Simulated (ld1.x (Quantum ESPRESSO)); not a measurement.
**What one change does to a pseudopotential (Ru (Z = 44), TM)**

Ru (Z = 44), norm-conserving Troullier–Martins (Kleinman–Bylander form), made with ld1.x (Quantum ESPRESSO) 7.5 (PBE, scalar-relativistic). Core [Kr], reference 4d7 5s1 5p0. Waves: 5s (bound): rc 2.95 bohr; 5p (bound, empty): rc 4.20 bohr; 4d (bound): rc 1.40 bohr. Local part: the d channel. Core correction: none.

All-electron outer shells of the reference configuration (PBE, scalar-relativistic, ld1.x):

```
shell  level (eV)  outermost node (bohr)  outermost maximum (bohr)
   4s      -76.37                   0.48                      0.92
   4p      -46.42                   0.49                      0.98
   4d       -5.20                   0.48                      1.21
   5s       -4.24                   1.24                      2.73
   5p       -0.91                   1.41                      3.97
```

Change: local potential the s channel.

Cutoffs: the cutoffs (Ry, on a coarse ladder) from which the occupation-weighted sum of valence levels, in a spherical-Bessel basis at the reference potential, stays within 10 and 1 mRy of its value at 400 Ry; they do not see the model core or the augmentation charge, which bear on the density cutoff. Errors are all-electron minus pseudo energies relative to the spin-unpolarised reference configuration.

Task: What does the change do?

Result: The potential gets neither clearly harder nor softer (55 Ry and 70 Ry → 55 Ry and 70 Ry); the bound ghost in p, s disappears; the number of tests that count goes from 6 to 7; of the 6 tests that both files solve, the error grows in 3 and shrinks in 1 by more than 15 % and 0.3 meV (median size 15.3 → 53.9 meV); the range in which the d phases agree narrows (upper end at the end of the scan → 0.4). In the separable form a ghost depends on how the local part lies against the semilocal potential of the channel, so the choice of the local part can create or remove one.

```tsv
quantity	base	changed
cutoff, loose	55 Ry	55 Ry
cutoff, tight	70 Ry	70 Ry
bound ghosts	s, p	none
tests counted (converged, no solver errors)	6 of 7	7 of 7
error for 4d7 5s0 5p0, meV [ΔE 7.29 eV]	+10	+10.0
error for 4d6 5s0 5p0, meV [ΔE 25.48 eV]	+47	-38
error for 4d5 5s0 5p0, meV [ΔE 56.10 eV]	-16	-391
error for 4d4 5s0 5p0, meV [ΔE 100.61 eV]	-282	-1103
error for 4d7 5s0 5p1, meV [ΔE 3.46 eV]	+5.6	+5.5
error for 4d6 5s1 5p0, meV [ΔE 10.11 eV]	-14	-69
s: phases at 4.53 bohr within 0.05 rad from the reference energy up to (Ry; the scan ends near 5)	0.7	0.7
p: phases at 4.53 bohr within 0.05 rad from the reference energy up to (Ry; the scan ends near 5)	1.1	1.1
d: phases at 4.53 bohr within 0.05 rad from the reference energy up to (Ry; the scan ends near 5)	to the end of the scan	0.4
```

Base: Tests not counted: 4d6 5s1 5p1 (solver errors, printed error -2.0 eV). These tests converged, but a pseudo level misses the all-electron one widely, so the file describes the atom poorly there or has found another state: 4d4 5s0 5p0: empty 5s by 8.0 eV. A true bound ghost makes a file unfit for plane-wave use even where its test errors are small: the radial tests pick states by their node count and pass the ghost by. Where a test does run into it, the solver fails or the error is huge.
